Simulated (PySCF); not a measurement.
ClF3H2OSi2, SMILES F[Si](F)(F)O[SiH2]Cl. Atoms are numbered in the order given.

```xyz
9

Si     1.0665    -0.6727     0.4790
F      1.5105    -1.8037     1.5316
F      1.8292    -0.9497    -0.9089
F      1.5355     0.7633     1.0389
O     -0.5541    -0.7181     0.2825
Si    -1.8564     0.3065     0.0168
Cl    -1.3669     1.6625    -1.4696
H     -2.9911    -0.5456    -0.4422
H     -2.1562     1.0639     1.2698
```
Charge 0, spin multiplicity 1.

Coordinates come from a PBE-D3(BJ)/def2-SVP optimisation. The structure was generated by enumeration, and PubChem lists no compound with its InChIKey, so it may never have been made. Other conformers were not sampled.

All values below come from PBE-D3(BJ)/def2-SVP (PySCF).

Frequencies are harmonic and unscaled.

```tsv
mode	ν (cm⁻¹)	IR (km/mol)	moving atoms (share of kinetic energy)
1	22	0.2	F 57 %, Cl 25 %, O 14 %
2	29	1.0	Cl 35 %, F 27 %, Si 19 %, H 10 %, O 9 %
3	54	0.5	F 39 %, Si 20 %, O 17 %, Cl 15 %, H 9 %
4	180	1.9	F 57 %, Cl 24 %, Si 16 %
5	241	1.3	F 74 %, O 19 %
6	270	10.4	F 55 %, O 21 %, Si 17 %
7	321	48.1	F 64 %, Si 27 %
8	360	38.5	F 55 %, Si 22 %, O 21 %
9	384	37.0	F 40 %, O 37 %, Si 20 %
10	536	48.9	Si 50 %, Cl 40 %
11	606	24.2	H 41 %, Si 32 %, F 18 %
12	626	46.8	H 48 %, Si 22 %, F 14 %, O 13 %
13	706	20.3	H 90 %
14	834	123.2	F 47 %, H 24 %, Si 23 %
15	889	224.3	H 63 %, Si 22 %
16	930	121.3	H 91 %
17	979	170.2	Si 50 %, F 49 %
18	985	197.6	Si 50 %, F 49 %
19	1099	552.9	O 71 %, Si 24 %
20	2212	73.8	H 97 %
21	2234	97.3	H 96 %
```
